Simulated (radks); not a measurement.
Species: the iridium ion Ir68+. Configuration: [He] 2s2 2p5 (the NIST ground configuration). Method: Dirac Kohn-Sham, LDA (Slater exchange, Perdew-Wang correlation), spin-unpolarised, spherical densities, finite nucleus; open shells fill j = l - 1/2 first; Fermi nuclear charge, rms radius 5.4032 fm; computed with a radial shooting solver on a logarithmic mesh with Libxc functionals.

Normalised radial functions P(r) = r R(r) (large component), r in bohr:

r,2p3/2
0.002114,0.0514
0.002346,0.0622
0.002624,0.0763
0.002911,0.0921
0.00323,0.1111
0.003613,0.1357
0.004009,0.1632
0.004485,0.1988
0.004976,0.2382
0.005521,0.2849
0.006176,0.3445
0.006853,0.4100
0.007604,0.4865
0.008505,0.5830
0.009437,0.6872
0.01047,0.8069
0.01171,0.9548
0.013,1.1107
0.01454,1.2997
0.01613,1.4949
0.0179,1.7083
0.02002,1.9566
0.02221,2.2011
0.02465,2.4546
0.02757,2.7304
0.03059,2.9804
0.03421,3.2317
0.03796,3.4359
0.04212,3.5995
0.04712,3.7155
0.05228,3.7550
0.05801,3.7191
0.06489,3.5897
0.072,3.3852
0.07989,3.1054
0.08936,2.7344
0.09915,2.3453
0.1109,1.9052
0.1231,1.5034
0.1365,1.1318
0.1527,0.7863
0.1695,0.5277
0.188,0.3320
0.2103,0.1860
0.2334,0.0999
0.259,0.0491
0.2896,0.0204
0.3214,0.0081
0.3595,0.0026
0.3989,0.0008
0.4426,0.0002
0.495,0.0000
0.5493,0.0000

2p3/2: eigenvalue -17248.8 eV, 0 radial nodes, <r> = 0.0667 bohr, 90 % of the charge inside 0.108 bohr.
